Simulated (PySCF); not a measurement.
**A thermochemical cycle for CsNa**

r²SCAN in PySCF with def2-SVP on every atom (core potentials on Cs), for the lowest determinant that a PBE0 search found; no spin–orbit coupling. CsNa, a singlet (closed shell), has De = 0.49 eV to neutral atoms, and CsNa⁺, a doublet (σ ↑), has De = 0.38 eV to Cs⁺ + Na.

The adiabatic ionisation energy of CsNa, between the minima, is 3.89 eV.

**Question.** Which ionisation energy of the Cs atom does this level give?

**Answer.** IE(Cs) = IE(molecule) + De(ion) − De(neutral) = 3.89 + 0.38 − 0.49 = 3.78 eV; the measured value is 3.894 eV (NIST ASD).

Closed-shell solutions of metal pairs were not tested for spin polarisation, which can lower them a little. Weak bonds: CsNa, CsNa⁺. Basis-set superposition, not corrected here, can be much of De in a small basis, most of all at correlated wavefunction levels. Spin–orbit coupling is left out. For an ion De counts to the pair picked by the measured ionisation energies or electron affinities, which need not be the lowest pair at this level. States were picked by a PBE0 search and need not be the measured ground states.
